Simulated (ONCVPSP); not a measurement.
iodine: excitation energies, all-electron against ONCV

* Element: I
* Generator: ONCVPSP 4.0.1
* Type: optimised norm-conserving Vanderbilt (ONCV)
* Functional: LDA (Perdew-Zunger)
* Relativity: fully relativistic
* Frozen core: [Kr] 4d10
* Valence charge: 7
* Reference configuration: 5s1 5p6
* Partial waves: 5s: rc 1.45 bohr, ncon 5, nbas 9, qcut 3.7 1/bohr, 2 projectors, debl 2.9 Ha; 5p: rc 2.00 bohr, ncon 3, nbas 7, qcut 3.5 1/bohr, 2 projectors, debl 2.4 Ha; d scattering state at 0.27 Ha: rc 2.20 bohr, ncon 4, nbas 8, qcut 5.2 1/bohr, 1 projector
* Local potential: polynomial inside 1.35 bohr (lpopt 5, dvloc0 1 Ha)
* Core correction: polynomial model core, fcfact 0.55

Open shells are filled in proportion to 2j + 1.

Energies are relative to the spin-unpolarised reference configuration 5s1 5p6; without spin polarisation the order of configurations can differ from experiment.

| valence configuration | charge | ΔE all-electron (eV) | error AE − PS (meV) |
| --- | --- | --- | --- |
| 5s2 5p5 | 0 | -10.464 | -3.7 |
| 5s2 5p4 | +1 | 0.869 | +1.0 |

Task: What are ΔE and the potential's error for 5s2 5p3?

Result: ΔE = 20.964 eV all-electron; the error (AE − PS) is -3.0 meV.

Task: What are ΔE and the potential's error for 5s2 5p4.5?

Result: ΔE = -5.835 eV all-electron; the error (AE − PS) is -1.1 meV.

Note: ghosts flagged at negative energy: s at -1767.8 eV, s at -67.5 eV; GHOST(+) flagged for p3/2 at 98.2 eV. A true bound ghost makes a file unfit for plane-wave use.
